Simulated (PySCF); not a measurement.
Predicted microwave data (PBE0-D3(BJ)/def2-TZVP geometry optimisation, gas phase in PySCF) for one isomer of CGaN:

```
Rotational constants : B = 3451 MHz (linear)
Dipole components    : |μa| = 4.16 D, |μb| = 0.00 D, |μc| = 0.00 D
```

**Question.** Which candidate fits, each taken in the one conformer that was computed?
A. `N#[C][Ga]` (gallium cyanide) [singlet]
B. `[C-]#[N+][Ga]` (gallium isocyanide) [singlet]

**Answer.** A. It is N#[C][Ga], linear, point group C∞v. The candidates at the same level (rigid rotor, commonest isotopes):

```csv
SMILES,A (MHz),B (MHz),C (MHz),μa (D),μb (D),μc (D),Δ (u·Å²),point group,rotor
N#[C][Ga],–,3451,3451,4.16,0.00,0.00,–,C∞v,linear
[C-]#[N+][Ga],–,4010,4010,4.05,0.00,0.00,–,C∞v,linear
```

`[C-]#[N+][Ga]` misses B by 16 %. No structure here is proved a minimum.
